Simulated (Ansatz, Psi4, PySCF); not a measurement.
CH3S (SMILES C[S-]), charge -1, singlet, geometry from GFN2-xTB (in this run its highest filled SCF level lies above zero, so its values depend strongly on the basis, on diffuse functions most of all). Base run: PySCF with CCSD(T)/STO-3G.

The PySCF input:
```python
from pyscf import gto, scf, cc

mol = gto.Mole()
mol.atom = '''
    C    -0.031589    1.108495    0.006189
    S     0.019821   -0.695564   -0.003883
    H    -1.068375    1.463682   -0.032915
    H     0.434815    1.501210    0.917701
    H     0.505949    1.513161   -0.859785
'''
mol.basis = 'sto-3g'
mol.charge = -1
mol.spin = 0
mol.verbose = 4
mol.build()

mf = scf.RHF(mol)
mf.kernel()

mycc = cc.CCSD(mf)
mycc.kernel()
et = mycc.ccsd_t()
print('E(CCSD(T)) = %.10f' % (mycc.e_tot + et))
```

The same geometry, method and basis name were run in Ansatz (a first-principles code) and Psi4 and PySCF, at each program's defaults and at the settings that a row names. The base is PySCF at its defaults. Differences at the defaults can come from grids, fitting, cores and function types together.

| code and settings | ΔE vs base (mEh) | basis functions | E (Eh) | SCF cycles |
|---|---|---|---|---|
| PySCF, defaults (exact integrals, spherical functions, all electrons correlated) | 0.000 | 17 | -432.19059 | 7 |
| Psi4, defaults (exact integrals, spherical functions, all electrons correlated) | 0.000 | 17 | -432.19059 | 9 |
| Ansatz, defaults (factorised integrals, spherical functions, frozen core) | 0.597 | 17 | -432.18999 | - |
| PySCF, frozen core | 0.595 | 17 | -432.18999 | 7 |
| Psi4, exact integrals, spherical functions, frozen core | 0.595 | 17 | -432.18999 | 9 |
| Ansatz, high accuracy, frozen core | 0.595 | 17 | -432.18999 | - |
